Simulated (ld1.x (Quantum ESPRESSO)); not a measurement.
# How hard is this Ag PAW potential?

Ag (Z = 47), PAW, made with ld1.x (Quantum ESPRESSO) 7.5 (PBEsol, scalar-relativistic). Core [Ar] 3d10, reference 4s2 4p6 4d10 5s0.5 5p0 (charge +0.5). Waves: 4s (bound): rcut 1.25, rcutus 1.65 bohr; 5s (bound): rcut 1.25, rcutus 1.65 bohr; 4p (bound): rcut 1.35, rcutus 1.50 bohr; 5p (bound, empty): rcut 1.35, rcutus 1.50 bohr; 4d (bound): rcut 1.45, rcutus 1.95 bohr; 4d channel at 3 Ry: rcut 1.45, rcutus 1.95 bohr. Local part: all-electron potential smoothed inside 1.60 bohr (lloc = -1). Core correction: a·sin(br)/r model core, default radius (ld1.x builds one for every PAW set, though the input has nlcc=.false.). Augmentation charge: BESSEL, radius 0.90 bohr.

The pseudo-atom Hamiltonian at the reference potential is diagonalised in spherical Bessel functions j_l(qr) that vanish at 20 bohr, with q² up to the cutoff. All-electron valence levels (Ry): 4s -7.2688, 5s -0.5665, 4p -4.5907, 5p -0.2389, 4d -0.8364.

How do the lowest levels (Ry) of each channel move with the cutoff, and are there ghosts?

| cutoff (Ry) | s #1 | s #2 | s #3 | p #1 | p #2 | d #1 | f #1 | f #2 | Σ f·Δε (mRy) |
| --- | --- | --- | --- | --- | --- | --- | --- | --- | --- |
| 8 | -6.9722 | -0.4547 | -0.0783 | -3.2533 | -0.1670 | -0.0426 | 0.0357 | 0.1488 | 16611.4 |
| 15 | -7.2400 | -0.5109 | -0.0861 | -4.3267 | -0.2060 | -0.1142 | 0.0357 | 0.1487 | 8892.0 |
| 25 | -7.2681 | -0.5493 | -0.0912 | -4.5611 | -0.2220 | -0.8331 | 0.0357 | 0.1487 | 220.7 |
| 45 | -7.2688 | -0.5662 | -0.0934 | -4.5898 | -0.2368 | -0.8363 | 0.0357 | 0.1487 | 7.1 |
| 60 | -7.2688 | -0.5664 | -0.0935 | -4.5904 | -0.2388 | -0.8364 | 0.0357 | 0.1487 | 2.4 |
| 90 | -7.2688 | -0.5665 | -0.0935 | -4.5907 | -0.2389 | -0.8364 | 0.0357 | 0.1487 | 0.5 |
| 400 | -7.2688 | -0.5665 | -0.0935 | -4.5907 | -0.2389 | -0.8364 | 0.0357 | 0.1487 | 0.0 |

Result: no extra level below or beside the all-electron valence levels (s, p, d, f tested); 10 mRy is reached at 40 Ry and 1 mRy at 70 Ry.

Test run stopped at test 7 of 7 (negative rho).
